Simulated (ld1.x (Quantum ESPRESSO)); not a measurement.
Cutoff test, Sr, TM

Sr (Z = 38), norm-conserving Troullier–Martins (Kleinman–Bylander form), made with ld1.x (Quantum ESPRESSO) 7.5 (PBE, fully relativistic). Core [Kr], reference 4d0 5s2 5p0. Waves: 5s (bound): rc 3.90 bohr; 5p (bound, empty): rc 3.05 bohr; 4d (bound, empty): rc 2.80 bohr. Local part: all-electron potential smoothed inside 3.90 bohr (lloc = -2). Core correction: Bessel-smoothed model core inside 2.85 bohr.

Open shells are filled in proportion to 2j + 1 (rel_dist='average').

The pseudo-atom Hamiltonian at the reference potential is diagonalised in spherical Bessel functions j_l(qr) that vanish at 20 bohr, with q² up to the cutoff. All-electron valence levels (Ry): 5s -0.2591, 5p1/2 -0.0975, 5p3/2 -0.0929, 4d3/2 -0.0963, 4d5/2 -0.0929.

Problem. How do the lowest levels (Ry) of each channel move with the cutoff, and are there ghosts?

Solution.

```json
{"cutoff (Ry)": "8", "s #1": "-0.2589", "s #2": "0.0007", "p1/2 #1": "-0.0834", "p1/2 #2": "0.0485", "p3/2 #1": "-36.8484", "p3/2 #2": "-0.0724", "p3/2 #3": "0.0533", "d3/2 #1": "-0.0428", "d5/2 #1": "-0.0423", "d5/2 #2": "0.0588", "f #1": "0.0907", "Σ f·Δε (mRy)": "0.2"}
{"cutoff (Ry)": "10", "s #1": "-0.2590", "s #2": "0.0007", "p1/2 #1": "-0.0919", "p1/2 #2": "0.0450", "p3/2 #1": "-53.5502", "p3/2 #2": "-0.0839", "p3/2 #3": "0.0481", "d3/2 #1": "-0.0651", "d5/2 #1": "-0.0637", "d5/2 #2": "0.0533", "f #1": "0.0907", "Σ f·Δε (mRy)": "0.1"}
{"cutoff (Ry)": "12", "s #1": "-0.2590", "s #2": "0.0007", "p1/2 #1": "-0.0957", "p1/2 #2": "0.0436", "p3/2 #1": "-64.1943", "p3/2 #2": "-0.0894", "p3/2 #3": "0.0458", "d3/2 #1": "-0.0817", "d5/2 #1": "-0.0793", "d5/2 #2": "0.0504", "f #1": "0.0907", "Σ f·Δε (mRy)": "0.1"}
{"cutoff (Ry)": "400", "s #1": "-0.2590", "s #2": "0.0007", "p1/2 #1": "-0.0974", "p1/2 #2": "0.0429", "p3/2 #1": "-74.7353", "p3/2 #2": "-0.0928", "p3/2 #3": "0.0445", "d3/2 #1": "-0.0962", "d5/2 #1": "-0.0928", "d5/2 #2": "0.0484", "f #1": "0.0907", "Σ f·Δε (mRy)": "0.0"}
```

Result: ghost state, extra bound levels that the all-electron valence spectrum of the same l lacks: p3/2 at -1016.8 eV (a true bound ghost makes a file unfit for plane-wave use); 10 mRy is reached at 6 Ry and 1 mRy at 8 Ry.

The cutoffs count occupied waves only; the empty 4d level needs 15 Ry at the loose tolerance.
